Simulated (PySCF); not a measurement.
BH3. Atoms are numbered in the order given.

```xyz
4

B      0.0000     0.0000     0.0000
H     -1.1935     0.0000     0.0000
H      0.5967    -1.0336     0.0000
H      0.5967     1.0336     0.0000
```

Coordinates come from a PBE0-D3(BJ)/def2-TZVPD optimisation. The isomer is the one that the SMILES or the coordinates give; other isomers of the formula were not compared.

Calculation: CAM-B3LYP/def2-TZVPD (PySCF).

The molecule is in vacuum.

```
Quantity                                                                                                       Result
---------------------------------------------------------------------------------------------  ----------------------
total energy                                                                                        -26.59162 hartree
point group                                                                                                       D3h
highest occupied level                                                                                      -11.44 eV
lowest empty level                                                                                           -0.88 eV
orbital gap                                                                                                  10.56 eV
dipole moment                                                                                                  0.00 D
quadrupole, principal values (traceless, Buckingham form, about the centre of nuclear charge)  -1.09, -1.09, 2.17 D·Å
mean static polarisability                                                                       17.6 bohr³ (2.60 Å³)
polarisability, principal values                                                               14.6, 19.1, 19.1 bohr³
```
